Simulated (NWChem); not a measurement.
System: C2H6ClSi cation

The following NWChem deck was run.

```
start job
memory heap 200 mb stack 900 mb global 1100 mb
charge 1
geometry units angstroms noautosym nocenter noautoz
  C     -0.008344    -1.616755    -1.243122
  Si     0.000000     0.000000    -0.403200
  C      0.008344     1.616755    -1.243122
  Cl     0.000000     0.000000     1.588396
  H      0.525127    -1.558404    -2.205756
  H     -1.060990    -1.882180    -1.461615
  H      0.416783    -2.409733    -0.609858
  H     -0.416783     2.409733    -0.609858
  H      1.060990     1.882180    -1.461615
  H     -0.525127     1.558404    -2.205756
end
basis spherical
  * library pcsseg-1
end
dft
  xc kt2
  iterations 150
end
property
  shielding 6 1 2 4 5 6 7
end
task dft property
```

Coordinates come from a PBE0/def2-SVP optimisation.

GIAO values for the isolated, static molecule; σ is the absolute isotropic shielding, δ = σ(reference) − σ with the isolated reference molecule computed at the same levels (13C: tetramethylsilane, 1H: tetramethylsilane, 29Si: tetramethylsilane).

Atoms are numbered as in the input.

Task: Predict the main results of this run. (KT2/pcSseg-1, GIAO.) Quantities: δ C1 (ppm); δ Si2 (ppm); σ Cl4 (ppm); δ H5 (rotor mean) (ppm).

Result: The δ C1 (ppm) is 17.8 and the δ Si2 (ppm) is 290.6. The σ Cl4 (ppm) is 549.7. The δ H5 (rotor mean) (ppm) is 2.40.
